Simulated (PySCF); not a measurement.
Electronic structure of Tc⁺ (technetium, charge +1) at the PBE0 level

Configuration: [Kr] 4d6, high-spin 5D determinant (an excited configuration). All numbers are calculated (PySCF 2.14, the spin-free X2C one-electron Hamiltonian (Gaussian nucleus), in x2c-QZVPPall (13s8p7d4f2g, 118 functions)).

| Property | Result |
| --- | --- |
| Total energy | -4284.74 hartree |
| One-electron energy | -5898.68 hartree |
| Hartree (Coulomb) energy | 1743.28 hartree |
| Exchange-correlation energy | -129.34 hartree |
| ⟨S²⟩ | 6.0024 |
| ⟨L²⟩ | 6.060 |
| Sum of ⟨r⟩ | 28.09 bohr |
| Sum of ⟨r²⟩ | 37.87 bohr² |
| Traceless quadrupole moment −½Σ⟨3z² − r²⟩ along its main axis | 0.751 e·bohr² |
| Langevin diamagnetic susceptibility | -30.0 ×10⁻⁶ cm³/mol |
| Time after the integrals | about 7 core-seconds |

| shell | electrons | mean orbital energy (eV) | spread (eV) | rms radius, mean of both spins (bohr) |
| --- | --- | --- | --- | --- |
| 1s β | 1 | -20920.9 | 0 | 0.0394 |
| 1s α | 1 | -20920.9 | 0 | 0.0394 |
| 2s α | 1 | -3007.9 | 0 | 0.162 |
| 2s β | 1 | -3007.4 | 0 | 0.162 |
| 2p α | 3 | -2691.6 | 0.239 | 0.144 |
| 2p β | 3 | -2691.2 | 0.107 | 0.144 |
| 3s α | 1 | -535.55 | 0 | 0.444 |
| 3s β | 1 | -535.27 | 0 | 0.444 |
| 3p α | 3 | -430.87 | 0.465 | 0.448 |
| 3p β | 3 | -430.54 | 0.397 | 0.448 |
| 3d α | 5 | -261.25 | 0.552 | 0.437 |
| 3d β | 5 | -260.62 | 0.392 | 0.437 |
| 4s α | 1 | -82.914 | 0 | 1.13 |
| 4s β | 1 | -79.799 | 0 | 1.13 |
| 4p α | 3 | -54.073 | 1.097 | 1.27 |
| 4p β | 3 | -50.346 | 0.014 | 1.27 |
| 4d α | 5 | -13.962 | 1.292 | 1.91 |
| 4d β | 1 | -11.502 | 0 | 1.91 |

Densities and radii are taken from the X2C orbitals without a picture-change correction, which distorts them close to the nucleus.
